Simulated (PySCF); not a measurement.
First SCF of a structure search on doublet IO2, at a hand-made linear geometry. PySCF input:

```python
from pyscf import gto, scf, dft
mol = gto.M(atom='''
I      0.000000     0.000000     0.000000
O      0.000000     0.000000     1.860000
O      0.000000     0.000000    -1.860000''',
    basis={'I': 'def2-TZVP', 'O': 'def2-TZVP'},
    ecp={'I': 'def2-TZVP'},
    charge=0, spin=1)
mf = dft.UKS(mol, xc='PBE')
mf.grids.atom_grid = (50, 194)
aux = {'I': 'def2-universal-JKFIT', 'O': 'def2-universal-JKFIT'}
mf = mf.density_fit(auxbasis=aux)
mf.conv_tol = 1e-08
mf.diis_space = 10
mf.max_cycle = 60
mf.init_guess = 'minao'
mf.verbose = 4
mf.kernel()
```

Excerpt of the output (cycles alone):

```
init E= -406.211681312435
cycle= 1 E= -445.340849780039  delta_E= -39.1  |g|= 2.86  |ddm|= 13.7
cycle= 2 E= -442.904480441763  delta_E= 2.44  |g|= 3.91  |ddm|= 8.03
cycle= 3 E= -447.324692933611  delta_E= -4.42  |g|= 1.15  |ddm|= 4.37
cycle= 4 E= -447.228104609177  delta_E= 0.0966  |g|=  1.2  |ddm|= 1.79
cycle= 5 E= -447.850719877479  delta_E= -0.623  |g|= 0.14  |ddm|= 1.37
cycle= 6 E= -447.850820483194  delta_E= -0.000101  |g|= 0.146  |ddm|= 1.16
cycle= 7 E= -447.860621353304  delta_E= -0.0098  |g|= 0.0536  |ddm|= 1.14
cycle= 8 E= -447.861686976634  delta_E= -0.00107  |g|= 0.0289  |ddm|= 0.0574
cycle= 9 E= -447.861959508162  delta_E= -0.000273  |g|= 0.0162  |ddm|= 0.016
cycle= 10 E= -447.862067541339  delta_E= -0.000108  |g|= 0.00519  |ddm|= 0.0288
cycle= 11 E= -447.862074883865  delta_E= -7.34e-06  |g|= 0.00336  |ddm|= 0.039
cycle= 12 E= -447.862080200302  delta_E= -5.32e-06  |g|= 0.000463  |ddm|= 0.0198
cycle= 13 E= -447.862080285537  delta_E= -8.52e-08  |g|= 0.000479  |ddm|= 0.000898
cycle= 14 E= -447.862080291657  delta_E= -6.12e-09  |g|= 0.000466  |ddm|= 0.000457
cycle= 15 E= -447.862080385358  delta_E= -9.37e-08  |g|= 4.84e-05  |ddm|= 0.000357
cycle= 16 E= -447.862080385851  delta_E= -4.93e-10  |g|= 4.43e-05  |ddm|= 0.000149
Extra cycle  E= -447.862080384242  delta_E= 1.61e-09  |g|= 5.99e-05  |ddm|= 0.000655
converged SCF energy = -447.862080384242  <S^2> = 0.75226106  2S+1 = 2.0022598
```

No lower solution of this spin was found by a stability analysis within the unrestricted form.

With an element this heavy the missing spin–orbit coupling can shift these numbers.

The search for the lowest solution, with the stability check, took 2.4 s on 4 threads of a shared Arm Neoverse V1 host, with 112 basis functions; the process peaked at 0.3 GiB. Launch command: `OMP_NUM_THREADS=4 python axn.py task.json out`.
